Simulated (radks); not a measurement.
Values are calculated unless marked as measured or tabulated.
Ionisation of Er2+, [Xe] 4f12, to Er3+, [Xe] 4f11, under several functionals. Dirac Kohn-Sham, spin-unpolarised, spherical densities, finite nucleus; open shells are shared between the two j in proportion to 2j + 1; a radial shooting solver on a logarithmic mesh with Libxc functionals.

functional                                      E(Er2+) (hartree)  Exc (hartree)  IE (eV)  -e(HOMO) (eV)  <r> HOMO (bohr)  IE error (eV)
LDA (Slater exchange, Perdew-Wang correlation)        -13089.4093      -270.5957   26.464         17.255           0.8284         +3.764
AM05                                                  -13089.7433      -270.9384   26.200         16.983           0.8281         +3.500
OLYP                                                  -13102.5042      -283.9718   26.479         17.200           0.8249         +3.779
HCTH/407                                              -13105.5228      -287.1467   27.056         17.693           0.8192         +4.356
Wu-Cohen GGA                                          -13096.6784      -277.9384   26.170         16.967           0.8289         +3.470

NIST Atomic Spectra Database: 22.70 eV (semi-empirical). Closest: Wu-Cohen GGA. The Delta-SCF values span 0.89 eV, the total energies 16.11 hartree. The highest occupied level is 4f7/2. Spin polarisation and multiplet splitting are left out, so open shells lie too high by an amount that depends on their filling. Sharing an open shell by 2j + 1 raises it above the true ground level by a part of the spin-orbit splitting, which enters the differences from NIST.

Beside tabulated values, note that spin-unpolarised runs miss the spin-polarisation part of the exchange energy of open shells.
